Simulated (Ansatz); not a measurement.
Ansatz (a program for electronic structure) input:

Ansatz 0.2 input:
```yaml
crystal:
  periodic: [false, false, false]
  atoms:
    - {symbol: C, position_ang: [-1.25202899, -0.32322269, 0.07087869]}
    - {symbol: Si, position_ang: [0.48271074, 0.04859290, -0.02037364]}
    - {symbol: Cl, position_ang: [1.43306268, -1.13006032, -1.45625884]}
    - {symbol: Cl, position_ang: [1.51458764, 1.92759508, -0.45396706]}
    - {symbol: Cl, position_ang: [1.43977276, -0.38463796, 1.78291715]}
    - {symbol: H, position_ang: [-1.80962166, 0.11738316, 0.88870803]}
    - {symbol: H, position_ang: [-1.81461788, -0.28291795, -0.85475962]}
basis:
  gaussian:
    orbitals: def2-TZVP
hamiltonian:
  xc: b3lyp
  dispersion: d3bj
total_charge: -1
relax: {f_tol: 0.002, max_steps: 150}
```

Problem. Predict the final energy.

Solution. -1709.73237 Eh (B3LYP-D3(BJ)/def2-TZVP). The basis has 191 functions. The run takes roughly 110 core-seconds.

It need not be the lowest isomer of its formula. Whether it binds its extra electron was not tested at this geometry.
